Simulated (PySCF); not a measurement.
## Nd(IV) with different ligands

Computed with PySCF 2.14.0, PBE0, def2-SVP on the ligands, density fitting, scalar-relativistic core potentials, no spin-orbit coupling, vacuum. The metal has lcecp-2-SVP with ECP48. Each complex is relaxed within the symmetry of a template of the same shape. Distances are means of the shortest metal–ligand contacts, charges and spins Mulliken's; removal energies are rigid, with the ligand's formal charge and no counterpoise, so too large; for an anion taken off a cation in vacuum most of it is the attraction of opposite charges, and multiply charged cations can part far more cheaply with an electron moved from ligand to metal. lcecp potentials hold a fixed number of 4f electrons in the core, out of states, spins and gaps.

```tsv
complex	point group	M–first ligand (Å)	charge on M (e)	removal of one first-named ligand (eV)	strongest infrared band, degenerate modes summed (cm⁻¹)	unstable modes (below −25 cm⁻¹)
Nd(OH)4	Td	2.047	1.38	11.57	309	0
```

Q: Order these by the energy to remove one first-named ligand, lowest first.
A. Nd(NH2)4
B. NdCl4
C. NdH4
D. NdF4
E. Nd(SH)4

A: E (9.57), B (10.17), C (10.67), A (10.95), D (12.83).

Q: What else do they give?

A: 
| complex | point group | M–first ligand (Å) | charge on M (e) | removal of one first-named ligand (eV) | strongest infrared band, degenerate modes summed (cm⁻¹) | unstable modes (below −25 cm⁻¹) |
| --- | --- | --- | --- | --- | --- | --- |
| Nd(SH)4 | S4 | 2.560 | 0.75 | 9.57 | 333 | 0 |
| Nd(NH2)4 | S4 | 2.174 | 1.04 | 10.95 | – | not given |
| NdH4 | Td | 1.950 | 1.00 | 10.67 | 1623 | 0 |
| NdF4 | Td | 2.011 | 1.66 | 12.83 | 637 | 0 |
| NdCl4 | Td | 2.451 | 1.06 | 10.17 | 386 | 0 |

Moved off a saddle point of the template and relaxed again: Nd(NH2)4. One start shape was tried for each, so a minimum needn't be the lowest isomer. Oxidation states forced by the potential, rare, strongly oxidising or of another configuration in reality: Nd(SH)4, Nd(NH2)4, NdH4, NdF4, NdCl4, Nd(OH)4.
